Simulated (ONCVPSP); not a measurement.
**Zn: excitation energies, all-electron against ONCV**

* Element: Zn
* Generator: ONCVPSP 4.0.1
* Type: optimised norm-conserving Vanderbilt (ONCV)
* Functional: PBE
* Relativity: scalar-relativistic
* Frozen core: [Ne]
* Valence charge: 20
* Reference configuration: 3s2 3p6 3d10 4s2
* Partial waves: 3s+4s: rc 0.95 bohr, ncon 4, nbas 7, qcut 14 1/bohr, 2 projectors; 3p: rc 0.75 bohr, ncon 4, nbas 7, qcut 12.5 1/bohr, 2 projectors, debl 2.8 Ha; 3d: rc 1.15 bohr, ncon 3, nbas 8, qcut 14.8 1/bohr, 2 projectors, debl 2.1 Ha
* Local potential: polynomial inside 0.75 bohr (lpopt 5, dvloc0 1 Ha)
* Core correction: none

In the p channel the program set the typed energies aside and used -3.065, 0.250 Ha.

Energies are relative to the spin-unpolarised reference configuration 3s2 3p6 3d10 4s2; without spin polarisation the order of configurations can differ from experiment.

```json
{"valence configuration": "3s2 3p6 3d10 4s1", "charge": "+1", "ΔE all-electron (eV)": "9.889", "error AE − PS (meV)": "+0.3"}
{"valence configuration": "3s2 3p6 3d9 4s0", "charge": "+3", "ΔE all-electron (eV)": "68.865", "error AE − PS (meV)": "-3.0"}
```

Question: What are ΔE and the potential's error for 3s2 3p6 3d10 4s0 4p1?

Answer: ΔE = 16.213 eV all-electron; the error (AE − PS) is +1.4 meV.

Question: What are ΔE and the potential's error for 3s2 3p6 3d10 4s0?

Answer: ΔE = 28.331 eV all-electron; the error (AE − PS) is +3.2 meV.
